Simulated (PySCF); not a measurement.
Cl3Sb, SMILES [Cl][Sb+]([Cl])[Cl], charge +1, multiplicity 2. Coordinates come from a PBE-D3(BJ)/def2-SVP optimisation. The def2 effective core potentials stand for the cores of Sb; spin–orbit coupling is left out.

### Question
Give the equilibrium geometry at PBE-D3(BJ)/def2-SVP (PySCF confirms it by a frequency run) as a Z-matrix, and its point group. (An estimate is asked for; the answer gives what the named calculation found.)

### Answer
point group C3v.
```
Sb
Cl 1 2.3394
Cl 1 2.3394 2 106.84
Cl 1 2.3394 2 106.84 3 -114.07
```
Charge +1, spin multiplicity 2.
